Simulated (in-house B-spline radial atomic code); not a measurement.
Results of a calculation; reference values are marked as such.
**Stopping and range of 10 keV W in Ge**

The pair potential comes from two frozen, spherical free-atom densities (PBE, B-spline radial code, scalar-relativistic past argon): electrostatics plus the change in Thomas-Fermi kinetic and Dirac exchange energy where they overlap, the recipe behind the universal ZBL potential, which averages such potentials (from solid-state densities) over many pairs. It is written V = (Z1 Z2 e²/r) φ(r/a), with e² = 14.3996 eV·Å and a = 0.46850 Å/(Z1^0.23 + Z2^0.23); ZBL's fit is φ = 0.18175 e^(−3.1998x) + 0.50986 e^(−0.94229x) + 0.28022 e^(−0.4029x) + 0.02817 e^(−0.20162x). Where φ falls below 4e-4 it is continued as an exponential.

The target is taken as amorphous, with density 5.3234 g/cm³ (NSM archive of the Ioffe Institute); channelling is ignored. Masses: W 183.84, Ge 72.63 u. Nuclear stopping is S_n = 4π a Z1 Z2 e² M1/(M1 + M2) × s_n(ε), with s_n integrated over impact parameters for each pair. Electronic stopping is Lindhard and Scharff's S_e = Z1^(1/6) 8π e² a0 Z1 Z2/(Z1^(2/3) + Z2^(2/3))^(3/2) × v/v0, with a0 = 0.529177 Å and v = v0 at 24.801 keV/u; it misses the oscillations with Z1 seen in experiment, which reach tens of per cent. Compounds add by atom fraction.

| target atom | a (Å) | ε at this energy | s_n, this pair | s_n, ZBL potential |
| --- | --- | --- | --- | --- |
| Ge | 0.09541 | 0.007924 | 0.1439 | 0.1494 |

Question: What are the atom density and the stopping powers at entry?

Answer: N = 5.3234 × 0.602214/72.63 = 0.04414 atoms/Å³. For Ge: S_n = 29310 × 0.1439 = 4216 eV·Å², S_e = 2.9841 × √10000 = 298.4 eV·Å². Averaged over the target's atoms and times N × 10 Å/nm, the ion loses N S_n = 1860 eV/nm to recoils and N S_e = 132 eV/nm to electrons; the nuclear share is 93 %.

Along the track:

| E (keV) | N S_n (eV/nm) | N S_e (eV/nm) |
| --- | --- | --- |
| 0.5 | 420 | 29.5 |
| 1.5 | 757 | 51 |
| 3 | 1070 | 72.1 |
| 5 | 1370 | 93.1 |
| 7.5 | 1640 | 114 |
| 10 | 1860 | 132 |

Question: Estimate the path length and the projected range.

Answer: With continuous slowing down the path is the integral of dE/(N (S_n + S_e)). Trapezoids over the table give 7.78 nm, and the stretch below the first row, with stopping taken as √E, adds 2E/(N S) = 2.2 nm: 10 nm in all, against 9.82 nm on a fine grid from 5 eV. Deflections shorten the depth: to first order in the energy passed on, N (S_n + S_e) dR_p/dE = 1 − N S_n (M2/M1) R_p/(2E), summed over the target's atoms, and integrating this on the fine grid gives R_p = 7.18 nm, 0.73 of the path. Lindhard's rule of thumb R/(1 + M2/3M1), with mean M2/M1 = 0.40, gives 8.68 nm. On the ZBL potential the same equation gives 6.95 nm, and the full integral equation, which keeps hard collisions, 6.99 nm.
